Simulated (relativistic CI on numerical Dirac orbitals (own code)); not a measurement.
# Rh2+: L2,3 absorption edge

Computed with this model: Dirac-Coulomb-Breit CI, orbitals from a KLI potential per configuration, QED by a radiative potential, valence Slater integrals scaled by 0.7, multiplet model of core-to-valence dipole absorption; configurations [Kr] 4d7 → [He] 2s2 2p5 3s2 3p6 3d10 4s2 4p6 4d8; 80 K; Lorentzian 1.6 eV and Gaussian 0.5 eV FWHM. Energies are those of the free ion, without screening or charge transfer. The branching ratio is the share of the lower-energy edge in the whole absorption, uncertain by about 0.02 where the edges overlap. S is read from ⟨S²⟩ = S(S + 1).

Field parameters in Wybourne normalisation: Td as Oh with Dq negative (B⁴₀ = 21Dq, B⁴₄ = √(5/14) B⁴₀). The field is a parameter set, without covalency.

Computed curve for Td, 10Dq = -7350 cm⁻¹, scaled to 100 at the maximum (points under 2 are left out and the grid is thinned):

(Energy (eV), Intensity): (2999.50, 2.1), (2999.75, 2.3), (3000.25, 2.7), (3000.50, 3.0), (3000.75, 3.3), (3001.25, 4.1), (3001.50, 4.6), (3001.75, 5.2), (3002.00, 6.0), (3002.50, 8.0), (3002.75, 9.4), (3003.00, 11.3), (3003.50, 17.0), (3003.75, 21.5), (3004.00, 27.8), (3004.50, 49.0), (3004.75, 64.7), (3005.00, 81.8), (3005.25, 95.5), (3005.75, 93.6), (3006.00, 80.1), (3006.25, 65.3), (3006.75, 42.6), (3007.00, 34.9), (3007.25, 28.7), (3007.75, 19.3), (3008.00, 15.7), (3008.25, 12.9), (3008.75, 8.8), (3009.00, 7.4), (3009.25, 6.3), (3009.50, 5.5), (3010.00, 4.2), (3010.25, 3.8), (3010.50, 3.4), (3011.00, 2.8), (3011.25, 2.5), (3011.50, 2.3), (3145.00, 2.0), (3145.25, 2.3), (3145.50, 2.8), (3146.00, 4.0), (3146.25, 4.9), (3146.50, 6.2), (3146.75, 8.0), (3147.25, 14.1), (3147.50, 18.9), (3147.75, 24.4), (3148.25, 30.8), (3148.50, 28.7), (3148.75, 24.0), (3149.25, 14.8), (3149.50, 11.8), (3149.75, 9.7), (3150.00, 8.3), (3150.50, 5.9), (3150.75, 4.8), (3151.00, 3.9), (3151.50, 2.6), (3151.75, 2.2)

The ground state has S = 1.49, and the centroid lies at 3038.18 eV.
